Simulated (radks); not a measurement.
Values are calculated unless marked as measured or tabulated.
Question: The mean radii <r> (bohr) of the occupied orbitals of an atom or ion are listed with their occupations. Code: a radial shooting solver on a logarithmic mesh with Libxc functionals. Model: scalar-relativistic Kohn-Sham, r2SCAN, spin-polarised, spherical densities, finite nucleus; meta-GGA in the generalised Kohn-Sham scheme; Fermi nuclear charge, rms radius of each element as measured or else 0.836 A^(1/3) + 0.57 fm.

orbital  occ.      <r>
1s up       1  0.04275
1s down     1  0.04275
2s up       1   0.1893
2s down     1   0.1893
2p up       3   0.1654
2p down     3   0.1654
3s up       1   0.5501
3s down     1   0.5502
3p up       3   0.5632
3p down     3   0.5630
3d up       5   0.5903
3d down     5   0.5867
4s up       1    1.597
4s down     1    1.591
4p up       3    1.834

Name the element and its charge. Open shells, if any, are filled with parallel spins first.

Answer: Z = 35, bromine, charge +2: Br2+ in [Ar] 3d10 4s2 4p3. The 1s radius gives Z: for a bare nucleus <r> = (2 gamma + 1)/(2Z) with gamma = sqrt(1 - (Z/c)^2), 0.04191 bohr for Z = 35, and screening makes it slightly larger (0.04275 here). The occupations add up to 33, and the charge is Z minus that.
